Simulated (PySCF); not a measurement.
**MS for M along the fifth-period p block**

CCSD(T) with triple-zeta basis sets in PySCF, for the lowest determinant that a PBE0 search found; no spin–orbit coupling. De refers to high-spin ground-configuration atoms.

```tsv
M	basis	reference, frozen orbitals	state (unpaired electrons)	Re (Å)	ωe (cm⁻¹)	De (eV)
Sn	x2c-TZVPPall	RHF, 23	singlet (closed shell)	2.221	487	4.83
Te	def2-TZVPP	ROHF, 9	triplet (π ↑↑)	2.236	477	3.32
I	x2c-TZVPPall	UHF, 23	doublet (π ↑)	2.327	395	2.13
```

The shortest bond is that of SnS (2.221 Å), the longest that of SI (2.327 Å). SnS is bound most strongly (4.83 eV) and SI least (2.13 eV).

The rows differ in basis set, which adds steps of its own.

The state changes along the series, so neighbouring rows are not always alike in their bonding.

Correlated steps freeze the inner cores (9 to 23 orbitals); shallow outer-core shells are correlated. UHF and ROHF references stand side by side, which adds small steps between rows. Spin–orbit coupling is left out, which matters for elements this heavy, above all for dissociation energies. Where the molecule has an RHF reference, its open-shell atoms are computed with UHF. The CCSD T1 diagnostic is raised in SnS, a sign that a single reference may not be enough there. States were picked by a PBE0 search and need not be the measured ground states.
